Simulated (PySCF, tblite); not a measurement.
Isomers of C6H11OSi (doublet state), one GFN2-xTB conformer each. Single-point energies are computed at B3LYP/pcH-1 (PySCF, gas phase, no added dispersion term), electronic only. GFN2-xTB treats the open shell by occupation alone, and not every SCF solution was tested for stability.

Question: Rank them by B3LYP/pcH-1 energy, lowest first (kcal/mol).
A. `[CH2:1]=[C:2]([O:3][SiH3:4])[C:5]1[CH2:6][CH2:7][CH2:8]1` (doublet state) with C1–C2–O3–Si4 2°, C1–C2–C5–C6 -178°
B. `[CH:1]#[C:2][C@@H:3]([SiH3:4])[C@@H:5]([CH3:6])[CH:7][OH:8]` (doublet state) with C2–C3–C5–C6 77°, C3–C5–C7–O8 137°, C5–C7–O8–H 178°
C. `[CH2:1]=[C:2]([O:3][SiH2:4])[CH:5]1[CH2:6][CH2:7][CH2:8]1` (doublet state) with C1–C2–O3–Si4 -166°, C2–O3–Si4–H -55° and 180°, C1–C2–C5–C6 3°, C2–C5–C6–C7 -134°, C5–C6–C7–C8 13°, C6–C7–C8–C5 -13°, C2–C5–C8–C7 138°
D. `[H]/[C:1]=[C:2](\[O:3][SiH3:4])[CH:5]1[CH2:6][CH2:7][CH2:8]1` (doublet state) with C1–C2–O3–Si4 14°, C1–C2–C5–C6 -97°, C2–C5–C6–C7 128°, C5–C6–C7–C8 -9°, C6–C7–C8–C5 9°, C2–C5–C8–C7 -127°

Answer: A (0.0), C (7.6), D (30.8), B (45.3).

As drawn, the lowest has a four-membered ring and an Si–O bond, which the highest lacks; the highest has an O–H bond and an Si–C bond, which the lowest lacks. GFN2-xTB itself gives, in the same order: 0.0, 9.6, 31.1, 75.0. Both levels put the same isomer lowest; measured from each level's own lowest isomer, the values differ by up to 29.7 kcal/mol (C#C[C@@H]([SiH3])[C@@H](C)[CH]O: 75.0 against 45.3).

Question: What happens when harmonic zero-point energies from GFN2-xTB frequencies are added?

Answer: 
```
                         SMILES  ZPE (kcal/mol)  electronic (kcal/mol)  with ZPE (kcal/mol)
           C=C(O[SiH3])[C]1CCC1            91.7                    0.0                  0.0
             C=C(O[SiH2])C1CCC1            95.1                    7.6                 11.0
      [H]/[C]=C(\O[SiH3])C1CCC1            92.0                   30.8                 31.0
C#C[C@@H]([SiH3])[C@@H](C)[CH]O            90.1                   45.3                 43.7
```

The zero-point energies span 5.0 kcal/mol. The order is unchanged.
